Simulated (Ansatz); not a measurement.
`[OH][Hf]([OH])([F])[I]` and `C#[C][Hf]([OH])([OH])[F]` differ in one atom or group.

Ansatz, PBE0-D4/def2-TZVP geometries, multiplicity 1. Each molecule was computed in one conformer, which needn't be the lowest.

Elements past krypton have def2 core potentials.  Spin–orbit coupling is left out; it splits and shifts lone-pair levels of the heavy atoms by tenths of an eV.

| property | `[OH][Hf]([OH])([F])[I]` |
| --- | --- |
| size of the dipole moment (B3LYP/def2-TZVPP) / D | 3.77 |
| HOMO–LUMO gap (ωB97M-V/def2-TZVPP) / eV | 10.48 |
| HOMO energy (PBE0/def2-TZVPP) / eV | -7.60 |
| HOMO energy (B3LYP/def2-TZVPP) / eV | -7.34 |
| size of the dipole moment (ωB97M-V/def2-TZVPP) / D | 3.88 |
| zero-point energy (PBE0-D4/def2-TZVP) / kJ/mol | 71.4 |

(1) What does the change do to each property? (Estimate.)

Results:

(1) The calculation gave: 
| property | `C#[C][Hf]([OH])([OH])[F]` | shift |
| --- | --- | --- |
| size of the dipole moment (B3LYP/def2-TZVPP) / D | 2.89 | -0.88 |
| HOMO–LUMO gap (ωB97M-V/def2-TZVPP) / eV | 11.19 | 0.71 |
| HOMO energy (PBE0/def2-TZVPP) / eV | -7.96 | -0.36 |
| HOMO energy (B3LYP/def2-TZVPP) / eV | -7.70 | -0.36 |
| size of the dipole moment (ωB97M-V/def2-TZVPP) / D | 2.91 | -0.97 |
| zero-point energy (PBE0-D4/def2-TZVP) / kJ/mol | 117.3 | 45.9 |

With PBE0 the HOMO falls by 0.36 eV and the LUMO falls by 0.28 eV, so the gap widens by about 0.08 eV. PBE moves the HOMO by -0.29 eV and ωB97M-V by -0.51 eV. The zero-point energy changes by 45.9 kJ/mol with +6 modes. Dipoles are sizes alone; their direction can turn.

B3LYP here is the variant with VWN-RPA as its local correlation; programs differ in this.
